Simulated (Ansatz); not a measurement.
Basis sets compared for Al2Cu6 (the lowest singlet isomer of a short search). Total charge 0; singlet. Geometry r2SCAN-D4/def2-SVP. Ansatz on 4 threads of Arm Neoverse V2 on a shared host; times are rough, and most runs start from earlier orbitals.

Cartesian coordinates in Å:
```
Al 0.153 1.123 0.961
Al -0.198 0.463 -2.003
Cu 2.018 -0.183 1.587
Cu -1.594 -0.284 0.034
Cu -2.503 0.259 -2.045
Cu 1.823 0.651 -0.692
Cu -0.273 -0.829 2.175
Cu 0.575 -1.199 -0.016
```

The restricted singlet is unstable towards broken spin symmetry in Hartree–Fock (as tested in another run); at PBE-D4/def2-TZVP, PBE0-D4/def2-SVP, PBE0-D4/def2-TZVP this wasn't settled. The structure comes from a short search, and lower isomers may exist.

Binding counts from free atoms (Al doublet, Cu doublet) in the same basis, without a counterpoise term.

```
           level  functions  energy (Eh)  HOMO (eV)  LUMO (eV)  binding per atom (eV)  wall time
 PBE-D4/def2-SVP        222  -10324.9084      -3.94      -3.07                   2.64      8.5 s
PBE0-D4/def2-SVP        222  -10324.9156      -4.37      -2.28                   2.22       17 s
```

Task: Estimate the rows for PBE-D4/def2-TZVP, PBE0-D4/def2-TZVP.

Result: 
```csv
level,functions,energy (Eh),HOMO (eV),LUMO (eV),binding per atom (eV),wall time
PBE-D4/def2-TZVP,344,-10326.5686,-4.19,-3.29,2.20,16 s
PBE0-D4/def2-TZVP,344,-10326.5223,-4.61,-2.48,1.90,39 s
```
